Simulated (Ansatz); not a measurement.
Cd₇S₇⁺, a nanocrystal cut from zinc blende CdS (bare), relaxed as a doublet with UKS PBE-D4/def2-SVP in Ansatz, starting from the PBE-D4/def2-SVP geometry of the neutral singlet. Force threshold 0.03 eV/Å.

In the def2 sets Cd takes a core potential; there is no spin–orbit coupling.

Start:

```xyz
14

Cd    3.239    1.623    0.259
Cd   -3.158    1.748    0.114
Cd    0.049    2.544   -0.998
Cd   -1.129    0.070    1.938
Cd   -0.021   -2.603   -0.834
Cd    3.188   -1.694    0.384
Cd   -3.205   -1.644    0.203
S     2.297    3.359   -1.050
S     4.411   -0.008    1.521
S    -2.290    3.136   -1.513
S    -3.655    0.105    1.907
S     2.196   -3.498   -0.789
S    -2.374   -3.140   -1.346
S     0.451    0.002    0.204
```

Q: Estimate the energy that the relaxation releases and the steps that it takes.

A: 7.5 kJ/mol, in 8 steps; 50 s on 2 threads of AMD EPYC 7R13 on a shared host and a share (18 GiB) of an NVIDIA H100 80GB HBM3. The force fell under the threshold at step 6, but the optimiser went on. No frequencies were taken in this run, so the end may be a saddle point.

Q: Does the start keep its bonding and symmetry?

A: By distances, no bond broke or formed. The bond that changes most is Cd3–S8, from 2.39 to 2.44 Å (atoms count from 1). Point group Cs at the start, Cs at the end, both within 0.05 Å.

Q: Predict the relaxed structure.

A: 
```xyz
14

Cd    3.310    1.678    0.264
Cd   -3.297    1.779    0.080
Cd    0.012    2.460   -0.950
Cd   -1.198    0.070    1.823
Cd   -0.056   -2.520   -0.793
Cd    3.256   -1.749    0.393
Cd   -3.343   -1.674    0.172
S     2.227    3.473   -0.829
S     4.685   -0.024    1.208
S    -2.275    3.045   -1.574
S    -3.686    0.105    1.882
S     2.122   -3.591   -0.563
S    -2.357   -3.054   -1.411
S     0.600    0.002    0.297
```
Bond lengths (bridged metal pairs left out): 16 × Cd–S 2.32 to 2.82 Å.
